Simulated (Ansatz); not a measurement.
Geometry optimisation, RKS B3LYP/def2-SVP (Ansatz 0.2.0).

Input file:

```yaml
crystal:
  periodic: [false, false, false]
  atoms:
    - { symbol: Al, position_ang: [0.0, 0.0, 0.0] }
    - { symbol: F, position_ang: [0.0, 0.0, 2.04] }
    - { symbol: F, position_ang: [1.4635, 0.0, -0.845] }
    - { symbol: F, position_ang: [-1.4635, 0.0, -0.845] }
    - { symbol: Cl, position_ang: [0.1058, -2.3986, 0.7978] }
    - { symbol: H, position_ang: [0.053, -1.2022, 1.9224] }
basis:
  gaussian: { orbitals: def2-SVP }
hamiltonian:
  xc: b3lyp
relax:
  f_tol: 0.15
  max_steps: 25
  restrain:
    - { distance: [0, 4], at: 2.23, k: 30.0 }
    - { distance: [5, 1], at: 0.92, k: 30.0 }
    - { distance: [0, 1], at: 2.89, k: 30.0 }
    - { distance: [5, 4], at: 2.57, k: 30.0 }
```

Run as:

```bash
$ ansatz run input.yaml --threads 1 --pin off --max-ram 2048MiB --backend cpu --events-out ev --progress --plain --runs-dir out
```

Problem. Where does it end, and by what steps?

Solution. It converged. The restraints hold the end off the free minimum; the threshold counts their pulls, which the force column leaves out. Restrained pairs: Al1–Cl5 (2.53 → 2.19 Å), F2–H6 (1.21 → 0.93 Å), Al1–F2 (2.04 → 2.87 Å), Cl5–H6 (1.64 → 2.57 Å). After 5 steps the energy has fallen by 0.635 eV (the restraints' own energy left out); Al1 moved furthest, 0.70 Å.

```json
{"step": "0", "energy less start (eV)": "0.0000", "largest force component (eV/Å)": "2.869", "accepted": "yes"}
{"step": "1", "energy less start (eV)": "0.0366", "largest force component (eV/Å)": "3.258", "accepted": "yes"}
{"step": "2", "energy less start (eV)": "-0.2014", "largest force component (eV/Å)": "3.286", "accepted": "yes"}
{"step": "3", "energy less start (eV)": "-0.4685", "largest force component (eV/Å)": "1.646", "accepted": "yes"}
{"step": "4", "energy less start (eV)": "-0.5936", "largest force component (eV/Å)": "1.259", "accepted": "yes"}
{"step": "5", "energy less start (eV)": "-0.6348", "largest force component (eV/Å)": "1.150", "accepted": "yes"}
```

```xyz
6
Properties=species:S:1:pos:R:3
Al 0.019 -0.519 -0.463
F 0.035 0.008 2.360
F 1.442 0.202 -0.873
F -1.435 0.122 -0.894
Cl 0.065 -2.502 0.461
H 0.032 -0.912 2.480
```

Time of the run: 25 s on 1 thread of Arm Neoverse V1 (shared host), peak memory 0.16 GiB.
